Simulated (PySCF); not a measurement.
(2R)-1,1-difluoro-2-methylcyclopropane (C₄H₆F₂), SMILES C[C@@H]1CC1(F)F. Coordinates come from a PBE0-D3(BJ)/def2-SVP optimisation.

These are PBE0-D3(BJ)/def2-SVP (PySCF) values and carry that method's errors.

Harmonic wavenumbers (cm⁻¹): 189, 209, 228, 402, 439, 489, 586, 744, 827, 890, 917, 1004, 1029, 1060, 1115, 1163, 1186, 1300, 1347, 1386, 1415, 1461, 1467, 1556, 3062, 3154, 3156, 3162, 3180, 3265. Rotational constants (GHz): 5.590, 3.013, 2.618; symmetry number 1.

Q: Work out the zero-point energy and the ideal-gas rigid-rotor harmonic-oscillator thermochemistry at 298.15 K and 1 atm.

A: ZPE = ½ Σ hcν = ½ × 41389 cm⁻¹ = 59.17 kcal/mol. H − E(el) = 63.49 kcal/mol. Entropy in cal/(mol K): translation 39.47, rotation 26.39, vibration 10.38, total 76.24. G − E(el) = 40.76 kcal/mol. Cp = 23.43 cal/(mol K).
